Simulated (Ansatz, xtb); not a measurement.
**C5H9ClO2: 6 structures ranked**

6 gas-phase structures of C5H9ClO2, from a drawn sample of its isomers (lower ones may exist). Each was relaxed with GFN2-xTB; where two conformers were screened, the lower at r2SCAN-D4/def2-SVP//GFN2-xTB is listed:

A. `CO[C@@H]1OCC[C@H]1Cl`, a singlet
B. `CO[C@@H]1COC[C@H]1Cl`, a singlet
C. `CO[C@@H]1C[C@H](Cl)CO1`, a singlet
D. `CO[C@@H]1OCC[C@@H]1Cl`, a singlet
E. `CO[C@@H]1C[C@@H](Cl)CO1`, a singlet
F. `CO[C@@H]1COC[C@@H]1Cl`, a singlet

Problem. Which do you expect lowest at r2SCAN-D4/def2-SVP//GFN2-xTB, and how would the others follow?

Solution. Calculated order at r2SCAN-D4/def2-SVP//GFN2-xTB: A (0.0), E (0.8), C (1.2), D (2.3), B (11.5), F (12.6) kcal/mol. Less than 1 kcal/mol parts A and E; E and C, so the order within those pairs means little.

Energies above the lowest of each column, in kcal/mol; the last columns are at r2SCAN-D4/def2-SVP geometries:

```json
{"structure": "A", "GFN2-xTB": "0.3", "HF/STO-3G": "1.3", "r2SCAN-D4/def2-SVP//GFN2-xTB": "0.0", "r2SCAN-D4/def2-SVP": "0.0", "CCSD(T)/def2-SVP + ΔMP2/def2-TZVPP": "0.0"}
{"structure": "E", "GFN2-xTB": "0.0", "HF/STO-3G": "0.0", "r2SCAN-D4/def2-SVP//GFN2-xTB": "0.8", "r2SCAN-D4/def2-SVP": "0.7", "CCSD(T)/def2-SVP + ΔMP2/def2-TZVPP": "0.4"}
{"structure": "C", "GFN2-xTB": "0.1", "HF/STO-3G": "0.3", "r2SCAN-D4/def2-SVP//GFN2-xTB": "1.2", "r2SCAN-D4/def2-SVP": "1.3", "CCSD(T)/def2-SVP + ΔMP2/def2-TZVPP": "0.7"}
{"structure": "D", "GFN2-xTB": "1.8", "HF/STO-3G": "2.9", "r2SCAN-D4/def2-SVP//GFN2-xTB": "2.3", "r2SCAN-D4/def2-SVP": "2.3", "CCSD(T)/def2-SVP + ΔMP2/def2-TZVPP": "2.1"}
{"structure": "B", "GFN2-xTB": "7.2", "HF/STO-3G": "7.9", "r2SCAN-D4/def2-SVP//GFN2-xTB": "11.5", "r2SCAN-D4/def2-SVP": "11.5", "CCSD(T)/def2-SVP + ΔMP2/def2-TZVPP": "10.2"}
{"structure": "F", "GFN2-xTB": "9.1", "HF/STO-3G": "9.6", "r2SCAN-D4/def2-SVP//GFN2-xTB": "12.6", "r2SCAN-D4/def2-SVP": "11.6", "CCSD(T)/def2-SVP + ΔMP2/def2-TZVPP": "11.5"}
```

CCSD(T)/def2-SVP + ΔMP2/def2-TZVPP has A and C and E within 1 kcal/mol of each other at the bottom, and every level picks one of them. Flexible structures stand in one conformer each, not always the lowest. ΔMP2 is the change of the MP2 energy from the smaller to the larger basis.

Over these structures GFN2-xTB departs from r2SCAN-D4/def2-SVP//GFN2-xTB by 1.5 kcal/mol on average once a common shift is removed. A GFN2-xTB relaxation took about 0.28 s and the r2SCAN-D4/def2-SVP//GFN2-xTB energy about 3.9 s on a shared host (Ansatz 0.2.0, xtb 6.7.1).
